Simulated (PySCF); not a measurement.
**Ionisation energy of Tb¹⁹⁺ by level of theory**

Tb¹⁹⁺ [Kr] 4d10 (1S) → Tb²⁰⁺ [Kr] 4d9 (2D), as a difference of total energies. Calculation: PySCF 2.14, in an even-tempered Gaussian basis (20 s from 1.1 bohr⁻², ratio 2.5; 15 p from 1.4 bohr⁻², ratio 2.5; 10 d from 1.4 bohr⁻², ratio 2.5; 4 f from 8.8 bohr⁻², ratio 2.7; 4 g from 13 bohr⁻², ratio 2.7); scalar relativity by spin-free X2C-1e. Correlated levels: outer shells: [Ar] 3d10 frozen; virtual orbitals above 40 to 60 times the deepest correlated orbital energy dropped. The calculations carry no spin-orbit coupling.

```csv
method,ionisation energy (eV)
UHF,617.04
LDA,617.86
PBE,617.57
PBE0,617.97
r2SCAN,618.34
MP2 (outer shells),617.85
SCS-MP2 (outer shells),617.67
```

How much does correlation contribute at MP2 (outer shells)?

617.85 − (617.04) = 0.81 eV, measured against UHF.

A first-order spin-orbit estimate (lowest level to lowest level, LS coupling) adds -2.907 eV.

Breit and QED terms and the two-electron picture change are absent.

For comparison: 613 ± 4 eV (theoretical estimate listed by NIST; NIST Atomic Spectra Database, ionization energies).
